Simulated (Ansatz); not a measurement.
Harmonic frequencies (cm⁻¹) at PBE0-D4/def2-TZVP from Ansatz: 21, 61, 80, 142, 220, 227, 279, 386, 454, 621, 753, 810, 969, 1113, 1176, 1208, 1320, 1391, 1417, 1476, 1488, 1516, 3020, 3050, 3062, 3126, 3136.

Each molecule was computed in one conformer, which needn't be the lowest.

Problem. Which molecule is it?
A. `[CH3][Al]([CH3])[Cl]`
B. `O[Si](O)(O)[O][AlH2]`
C. `CC[O][Al]([Cl])[Cl]`
D. `[CH3][Al]([CH3])[SeH]`

Solution. C.
